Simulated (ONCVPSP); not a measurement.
**An all-electron radial function and its pseudo partner (Te)**

Columns: radius, all-electron u(r) and pseudo u(r) of the 4p shell (level -114.23 eV) of tellurium in the configuration [Ar] 3d10 4s2 4p6 4d10 5s2 5p4; PBEsol, scalar-relativistic, ONCV scheme, ONCVPSP 4.0.1.

```tsv
r (bohr)	all-electron	pseudo
0.062	0.4704	0.0215
0.125	-0.0198	0.0856
0.188	-0.5786	0.1881
0.250	-0.7020	0.3194
0.312	-0.4702	0.4713
0.375	-0.0632	0.6351
0.438	0.3662	0.7962
0.500	0.7274	0.9405
0.562	0.9957	1.0609
0.625	1.1695	1.1512
0.688	1.2556	1.2045
0.750	1.2732	1.2199
0.812	1.2419	1.2007
0.875	1.1764	1.1508
0.938	1.0899	1.0772
1.000	0.9945	0.9897
1.062	0.8956	0.8944
1.125	0.7967	0.7964
1.188	0.7025	0.7023
1.250	0.6163	0.6161
1.312	0.5376	0.5374
1.375	0.4656	0.4654
1.438	0.4015	0.4014
1.500	0.3458	0.3457
1.562	0.2970	0.2969
1.625	0.2538	0.2537
```

Task: How many radial nodes do the two functions have?

Result: The all-electron 4p function has n − l − 1 = 2; the pseudo-wave has 0, since the states of the same l below it are removed with the core.

Task: At about which radius was the pseudo-wave matched?

Result: 1.15 bohr, where the columns begin to agree (steps of 0.06 bohr).

Task: Where does each function peak?

Result: Outermost all-electron maximum near 0.75 bohr, pseudo maximum near 0.75 bohr (to the table’s step).

Task: Is the pseudo-wave norm-conserving?

Result: Yes: the ONCV scheme keeps the norm inside the radius equal to the all-electron one, which fixes the energy derivative of the logarithmic derivative at the level.
